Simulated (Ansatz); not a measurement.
Born–Oppenheimer molecular dynamics of CH₁₀GeSi (13 atoms, charge 0, multiplicity 1). It starts at the highest image of a converged band. Of that band: Neighbouring images differ by up to 2.9 eV, so the band resolves the path poorly. A vibrational analysis at the climbing image gives one clearly imaginary mode, 1582i cm⁻¹: a first-order saddle point.

Method: RKS PBE0-D4/def2-SVP (Ansatz 0.2.0).

```json
{"ensemble": "NVE (velocity Verlet)", "time step": "0.5 fs", "steps asked": "200", "starting velocities drawn for": "300 K", "seed": "3990"}
```

First frame:

```xyz
13
Properties=species:S:1:pos:R:3
Ge 0.159 -0.082 0.086
C -0.262 0.159 2.311
H -1.350 0.289 2.233
H -0.032 -0.474 3.188
H 0.263 1.119 2.416
H 1.617 0.196 -0.294
H -0.593 1.300 0.005
H -0.690 -1.057 -0.748
Si 1.209 -2.634 0.965
H 0.156 -3.713 1.017
H 1.975 -2.887 -0.310
H 2.173 -2.952 2.083
H 0.319 -0.862 1.651
```

**Question.** How far do the bonds stretch over the last three quarters of this one trajectory? (Pairs bonded in most of those frames.)

**Answer.** 
```csv
bond,mean (Å),spread (Å),shortest,longest
Ge1–H6,1.552,0.021,1.51,1.59
Ge1–H7,1.555,0.019,1.52,1.59
Ge1–H8,1.558,0.031,1.50,1.62
Ge1–Si9,2.407,0.202,2.11,2.74
C2–H3,1.106,0.032,1.05,1.16
C2–H4,1.103,0.026,1.05,1.16
C2–H5,1.108,0.039,1.04,1.17
C2–H13,1.106,0.031,1.04,1.17
Si9–H10,1.499,0.013,1.48,1.53
Si9–H11,1.502,0.054,1.42,1.58
Si9–H12,1.499,0.016,1.47,1.53
```

Mean temperature of the second half: 2399 K. The conserved energy stayed within 0.2 meV per atom of its start (net change 0.016 meV per atom), so the integration is sound. The kinetic energy rose, since the run started high on the potential surface and went downhill. It ends in pieces (CH4 + GeH6Si), so much of that is their flight and rotation, not heat. A run of 0.1 ps of so small a system gives no equilibrium averages. The orbitals stay closed-shell, which can raise the energy where a bond breaks towards radicals; this wasn't checked here.

Run time: 5.1 min on 4 threads of Arm Neoverse V1, with other jobs on the host, peak memory 0.28 GiB.
